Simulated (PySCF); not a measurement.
## Ionisation energy of Tm²⁵⁺ by level of theory

Tm²⁵⁺ [Kr] 4d8 (3F) → Tm²⁶⁺ [Kr] 4d7 (4F), as a difference of total energies. Calculation: PySCF 2.14, in an uncontracted even-tempered set (19 s from 1.8 bohr⁻², ratio 2.5; 14 p from 2.3 bohr⁻², ratio 2.5; 9 d from 2.3 bohr⁻², ratio 2.5; 4 f from 12 bohr⁻², ratio 2.7; 4 g from 18 bohr⁻², ratio 2.7); scalar relativity by spin-free X2C-1e. Correlated levels: outer shells: [Ar] 3d10 frozen; virtual orbitals above 40 to 60 times the deepest correlated orbital energy dropped. The calculations carry no spin-orbit coupling.

```
                method  ionisation energy (eV)
                   UHF                  915.01
                   LDA                  916.88
                   PBE                  916.74
                  PBE0                  916.85
                r2SCAN                  917.23
    MP2 (outer shells)                  915.68
SCS-MP2 (outer shells)                  915.63
```

Q: How much does correlation contribute at MP2 (outer shells)?

A: 915.68 − (915.01) = 0.67 eV, measured against UHF.

Spin-orbit coupling is strong in these open shells (close to jj coupling). The scalar numbers leave it out and a first-order estimate fails, so it can dominate the gap to the real levels.

Breit and QED terms and the two-electron picture change are absent.

For comparison: 911 ± 4 eV (theoretical estimate listed by NIST; NIST Atomic Spectra Database, ionization energies).
